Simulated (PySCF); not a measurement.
Species: C2H5BO2.
SMILES: `B1OCCO1`

The closed-shell ground state was solved at several levels (PySCF, density fitting, gas phase, non-relativistic). Isolated species at its GFN2-xTB geometry, gas phase.

| level | basis functions | total energy (Eh) | HOMO (eV) | LUMO (eV) | gap (eV) | dipole (D) |
| --- | --- | --- | --- | --- | --- | --- |
| PBE0/def2-SVPD | 146 | -254.1348 | -8.15 | 0.44 | 8.59 | 2.24 |
| PBE0/pcSseg-1 | 110 | -254.2796 | -8.09 | 0.92 | 9.01 | 2.42 |

Task: What might B3LYP/pcJ-1 (185 basis functions) give for the same quantities?

Result: Total energy -254.6104 Eh, HOMO -7.84 eV, LUMO 0.64 eV, gap 8.48 eV, dipole 2.42 D.

Task: Over all these levels, which gives the widest orbital gap and which the narrowest?

Result: PBE0/pcSseg-1 (global hybrid, 25 % exact exchange) has the widest, 9.01 eV, and B3LYP/pcJ-1 (global hybrid, 20 % exact exchange) the narrowest, 8.48 eV. Functional and basis both differ between the two, so the spread mixes both effects.

Task: How far do the dipole and the HOMO energy spread over the levels?

Result: The dipole runs from 2.24 to 2.42 D (mean 2.36 D) and the HOMO from -8.15 to -7.84 eV.
